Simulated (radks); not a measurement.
Q: All-electron calculation, scalar-relativistic Kohn-Sham, LB94 model potential, spin-polarised, spherical densities, finite nucleus; open shells are filled with parallel spins first (spin-orbit coupling, left out, can overturn this in heavy ions); Fermi nuclear charge, rms radius of each element as measured or else 0.836 A^(1/3) + 0.57 fm. Program: a radial shooting solver on a logarithmic mesh with Libxc functionals. Response by self-consistent Sternheimer equations with the Hartree and adiabatic LDA kernel, the relativistic mass of each level held fixed and spin-orbit coupling left out. For heavy and open-shell atoms this level of theory can miss by tens of per cent. Estimate the static dipole polarisabilities of Pb5+ ([Xe] 4f14 5d9) and Pb2+ ([Hg]) and the C6 coefficients of the three pairs.

A: alpha = 3.035 and 11.90 bohr^3; C6 = 14.65 (Pb5+-Pb5+), 32.14 (Pb5+-Pb2+), 81.32 (Pb2+-Pb2+) hartree bohr^6.
